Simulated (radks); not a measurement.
Results of a calculation; reference values are marked as such.
Ag X, configuration [Kr] 4d2.

Code: a radial shooting solver on a logarithmic mesh with Libxc functionals. Model: scalar-relativistic Kohn-Sham, LDA (Slater exchange, VWN5 correlation), spin-polarised, spherical densities, finite nucleus; open shells are filled with parallel spins first (spin-orbit coupling, left out, can overturn this in heavy ions); Fermi nuclear charge, rms radius 4.5454 fm.

Energy parts (Ry):
part                        energy
total                 -10574.43188
kinetic                10985.10821
electron-nucleus      -25083.64734
Hartree                 3800.23901
exchange-correlation    -276.13176

Orbitals (lengths in bohr, moments of r in powers of bohr):
orbital  occ.  eigenvalue (Ry)     <r^2>      <r^4>
1s up       1        -1872.206  0.001311  4.467e-06
1s down     1        -1872.205  0.001311  4.467e-06
2s up       1        -286.8388   0.02150  0.0007935
2s down     1        -286.7940   0.02149  0.0007934
2p up       3        -258.7921   0.01692  0.0005681
2p down     3        -258.7567   0.01692  0.0005679
3s up       1        -62.84443    0.1553    0.03691
3s down     1        -62.81287    0.1552    0.03684
3p up       3        -53.63472    0.1565    0.03929
3p down     3        -53.60047    0.1563    0.03919
3d up       5        -39.10894    0.1411    0.03708
3d down     5        -39.06394    0.1409    0.03694
4s up       1        -18.78588    0.8413      1.019
4s down     1        -18.61523    0.8403      1.018
4p up       3        -15.90653    0.9531      1.333
4p down     3        -15.73360    0.9530      1.336
4d up       2        -11.54322     1.210      2.251
4d down     0        -11.37185     1.214      2.277
5s up       0         -8.28166     3.327      15.12
5s down     0         -8.18268     3.371      15.53
5p up       0         -7.26041     3.864      20.54
5p down     0         -7.17501     3.924      21.18

The highest occupied level is 4d up at -157.05 eV. Summed over all electrons, <r^2> = 12.63 bohr^2, which gives a Langevin (diamagnetic) susceptibility term of -10 x 10^-6 cm^3/mol. The spin density at the nucleus is -2.343 e/bohr^3 (1s -0.139, 2s -0.991, 3s -0.162, 4s -1.051). Spin moment in Bohr magnetons: 2.
